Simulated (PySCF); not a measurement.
## Cl²⁺: ionisation energy

Cl²⁺ [Ne] 3s2 3p3 (4S) → Cl³⁺ [Ne] 3s2 3p2 (3P), as a difference of total energies. Computed with PySCF 2.14 in aug-cc-pVDZ-DK, with the spin-free X2C one-electron Hamiltonian (Gaussian nucleus). Correlated levels: valence: [Ne] frozen. The calculations carry no spin-orbit coupling.

```
           method  ionisation energy (eV)
              UHF                  38.970
             PBE0                  39.679
             BP86                  39.616
    MP2 (valence)                  39.409
SCS-MP2 (valence)                  39.252
   CCSD (valence)                  39.327
CCSD(T) (valence)                  39.331
```

**Question.** How much does correlation contribute at CCSD(T) (valence)?

**Answer.** 39.331 − (38.970) = 0.361 eV, measured against UHF.

The reference lies between the lowest fine-structure levels, while these numbers refer to the centres of the terms.

Errors of the correlated levels include the incompleteness of this basis and the frozen core.

For comparison: 39.8 ± 0.11 eV (semi-empirical (NIST evaluation); NIST Atomic Spectra Database, ionization energies).
